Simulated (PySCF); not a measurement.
Compound: C3H3F3O.
Atom-mapped SMILES: `[CH2:1]=[C:2]([F:3])[O:4][CH:5]([F:6])[F:7]` (hydrogens: H8, H9 on C1; H10 on C5)

All values: PBE0/def2-SVPD (PySCF, non-relativistic), on one gas-phase PBE0-D3(BJ)/def2-SVP geometry that isn't relaxed in the solvent. The solvent is an IEF-PCM continuum (cavity from Bondi-type radii × 1.2), and excitations are vertical TDDFT with non-equilibrium linear response and a frozen core. Specific hydrogen bonds and non-electrostatic terms are outside this model.

Gas-phase singlets (H = HOMO, L = LUMO):

```
state  E (eV)  λ (nm)      f  leading configurations
   S1   7.181     173  0.025               H→L+1 92%
   S2   7.557     164  0.410                 H→L 91%
   S3   7.925     156  0.020               H→L+2 91%
   S4   8.392     148  0.002    H→L+3 32%, H→L+4 31%
   S5   8.637     144  0.004    H→L+3 57%, H→L+4 24%
```

Problem. Give the list for tetrahydrofuran (ε = 7.426), n² = 1.97.

Solution. 
```
state  E (eV)  λ (nm)      f  leading configurations  change by rank (eV)
   S1   7.129     174  0.043               H→L+1 89%               -0.052
   S2   7.404     167  0.466                 H→L 89%               -0.153
   S3   8.064     154  0.023    H→L+2 83%, H→L+3 12%               +0.139
   S4   8.385     148  0.003    H→L+3 62%, H→L+2 12%               -0.007
   S5   8.559     145  0.003    H→L+4 52%, H→L+3 22%               -0.078
```

Problem. Give the list for dimethylsulfoxide (ε = 46.83), n² = 2.19.

Solution. 
```tsv
state	E (eV)	λ (nm)	f	leading configurations	change by rank (eV)
S1	7.121	174	0.048	H→L+1 88%	-0.060
S2	7.386	168	0.469	H→L 88%	-0.171
S3	8.099	153	0.024	H→L+2 77%, H→L+3 17%	+0.174
S4	8.369	148	0.003	H→L+3 64%, H→L+2 17%	-0.023
S5	8.556	145	0.004	H→L+4 58%, H→L+6 17%	-0.081
```

Problem. The ground-state energy changes by -0.146 eV from gas to dimethylsulfoxide. By how much does the total energy of gas-phase S1 change?

Solution. E(S1) = E(S0) + excitation energy, so it changes by -0.146 − 0.060 = -0.206 eV: it is lowered more than the ground state, which is what a red shift means. This is the vertical state, with the slow part of the continuum still set for S0.

Problem. How do the frontier levels move from gas to dimethylsulfoxide?

Solution. 
```json
{"orbital": "LUMO+2", "gas (eV)": "1.29", "solvent (eV)": "1.57", "change (eV)": "+0.28"}
{"orbital": "LUMO+1", "gas (eV)": "0.63", "solvent (eV)": "0.76", "change (eV)": "+0.13"}
{"orbital": "LUMO", "gas (eV)": "0.08", "solvent (eV)": "0.24", "change (eV)": "+0.16"}
{"orbital": "HOMO", "gas (eV)": "-7.79", "solvent (eV)": "-7.64", "change (eV)": "+0.15"}
{"orbital": "HOMO-1", "gas (eV)": "-10.55", "solvent (eV)": "-10.41", "change (eV)": "+0.14"}
{"orbital": "HOMO-2", "gas (eV)": "-11.54", "solvent (eV)": "-11.44", "change (eV)": "+0.10"}
{"orbital": "HOMO-3", "gas (eV)": "-11.92", "solvent (eV)": "-11.79", "change (eV)": "+0.13"}
```

The HOMO–LUMO gap goes from 7.87 to 7.88 eV. Rows go by rank; for LUMO+2 the atom shares or the degeneracy differ between the runs, so the row needn't follow one orbital.

The values belong to the conformer `[CH2:1]=[C:2]([F:3])[O:4][CH:5]([F:6])[F:7]`: C1–C2–O4–C5 134°, C2–O4–C5–F6 170°.
